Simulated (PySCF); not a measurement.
The free ion Ti+ in its d3 configuration. Only this configuration is treated; at so low a charge one with s electrons may lie lower or mix in.

Method (PySCF 2.14, density fitting): CASSCF(3,5) with orbitals averaged over all microstates of the shell, strongly contracted NEVPT2 on the averaged canonical orbitals; basis x2c-TZVPall; spin-free X2C; gas phase; spin-orbit coupling by state interaction with the mean-field operator over all roots.

Question: What is the ground state?

Answer: 4F (S = 3/2, orbital degeneracy 7), by NEVPT2.

Question: Where do the spin-allowed transitions within the shell lie?

Answer: By NEVPT2: 4P at 9154 cm⁻¹ (1092 nm).

Question: Which is the lowest state of another spin?

Answer: 2G at 9314 cm⁻¹ by NEVPT2; CASSCF alone puts it at 10937 cm⁻¹ above the same ground state.

Question: What are the magnetic parameters?

Answer: The lowest spin-orbit level is 4-fold with J = 3/2; the next lies at 81.0 cm⁻¹. μeff is 4.26 μB at 300 K and 1.00 μB at 10 K; the free-ion value g_J√(J(J+1)) for the Hund's-rule level J = 3/2 is 0.77 μB.

The job took 2.9 s on one thread of Intel Xeon Platinum 8488C (shared host), with 48 basis functions, launched as `OMP_NUM_THREADS=1 python lf_run.py task.json out`.
